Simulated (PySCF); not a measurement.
Spin states of BeN⁺

Unrestricted PBE0; basis Be def2-SVPD, N def2-SVPD; no relativity; PySCF 2.14. Outer shells of the fragments: Be+ 2s1; N 2s2 2p3.

Followed along the bond (rough minima from three points):

```tsv
2Ms+1	unpaired	⟨S²⟩ at the start	R at minimum (Å)	Te (eV)
3	π ↑↑	2.03	1.61	0.00
1	π ↑↓	1.00	1.60	0.53
5	σ ↑↑, π ↑↑	6.00	none in the scan	≤ 1.81
```

Solutions found at the starting distance of 1.715 Å, counted from the lowest of them; the search is not exhaustive and high or unbound solutions are not listed, so other states can lie among these:

| 2Ms+1 | unpaired | term | E (eV) | ⟨S²⟩ | ⟨Lz²⟩ | μ (D) |
| --- | --- | --- | --- | --- | --- | --- |
| 3 | π ↑↑ | ³Σ⁻ | 0.00 | 2.03 | 0.00 | -7.33 |
| 1 | π ↑↓ | mixed | 0.56 | 1.00 | 2.01 | -7.46 |
| 3 | σ ↑, π ↑ | ³Π | 1.64 | 2.04 | 1.01 | -7.00 |
| 5 | σ ↑↑, π ↑↑ | ⁵Σ⁻ | 1.90 | 6.00 | 0.00 | -0.58 |
| 1 | none | mixed | 2.15 | 0.00 | 2.00 | -7.27 |
| 1 | σ ↓, π ↑ | mixed | 2.29 | 1.01 | 1.02 | -7.13 |
| 3 | σ ↑↑, π ↑↓ | mixed | 3.24 | 3.01 | 2.01 | -0.63 |
| 1 | σ ↓↓, π ↑↑ | mixed | 3.30 | 2.01 | 0.00 | -0.67 |
| 3 | σ ↑, π ↑ | ³Π | 3.74 | 2.00 | 1.00 | -0.88 |
| 1 | σ ↓, π ↑ | mixed | 3.79 | 1.00 | 1.00 | -0.83 |

A term symbol is given only where ⟨S²⟩ and ⟨Lz²⟩ are close to those of a pure state; real π, δ and φ orbitals otherwise mix terms. A positive dipole points towards N; it is taken about the centre of mass and depends on that origin.

Counting both spins, an empty level lies below a filled one in some of these solutions, because spin and occupation are held.
